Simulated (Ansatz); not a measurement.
Stepwise reaction of `N#[C][Sn]([Cl])([C]#N)[C]#N` with hydrogen chloride, as a gas-phase model of exchange steps in deposition or etching. ΔE in kJ/mol.

Computed with Ansatz on PBE0-D4/def2-TZVP structures; ΔE is electronic, products minus reactants. CBS: MP2 limit from def2 TZ/QZ plus the TZ coupled-cluster correction, frozen cores. This one scheme is used for every species. DFT in def2-TZVPP. B3LYP here is the variant with VWN-RPA as its local correlation; programs differ in this. Elements past krypton have def2 core potentials. For Sn outer-core shells are correlated without core-valence functions, which leaves a few kJ/mol of doubt a bond.

```json
{"step": "1", "reaction": "`N#[C][Sn]([Cl])([C]#N)[C]#N` + HCl → `N#[C][Sn]([Cl])([Cl])[C]#N` + `C#N`", "PBE-D4": "-81.1", "B3LYP-D4": "-84.0", "ωB97M-V": "-80.5", "CCSD(T)/CBS": "-78.0"}
{"step": "2", "reaction": "`N#[C][Sn]([Cl])([Cl])[C]#N` + HCl → `N#[C][Sn]([Cl])([Cl])[Cl]` + `C#N`", "PBE-D4": "-81.5", "B3LYP-D4": "-84.2", "ωB97M-V": "-80.4", "CCSD(T)/CBS": "-78.2"}
```

(1) Give the row of step 3, `N#[C][Sn]([Cl])([Cl])[Cl]` + HCl → `[Cl][Sn]([Cl])([Cl])[Cl]` + `C#N`. (An estimate is asked.)

(2) By hand: ΔE of the 3 steps together at CCSD(T)/CBS.

## Answers

(1) The calculation gave: 
| step | reaction | PBE-D4 | B3LYP-D4 | ωB97M-V | CCSD(T)/CBS |
| --- | --- | --- | --- | --- | --- |
| 3 | `N#[C][Sn]([Cl])([Cl])[Cl]` + HCl → `[Cl][Sn]([Cl])([Cl])[Cl]` + `C#N` | -81.0 | -83.9 | -79.7 | -77.8 |

(2) (-78.0) + (-78.2) + (-77.8) = -234.0 kJ/mol, or -78.0 kJ/mol a step.

In ΔE the steps differ by no more than 0.4 kJ/mol. All are downhill at CCSD(T)/CBS. PBE-D4 differs from CCSD(T)/CBS by -3.3 to -3.1 kJ/mol a step. Only this route is followed, and other bonds may react first. Isolated molecules leave out the surface, adducts and barriers. Largest T1 diagnostic: 0.014.
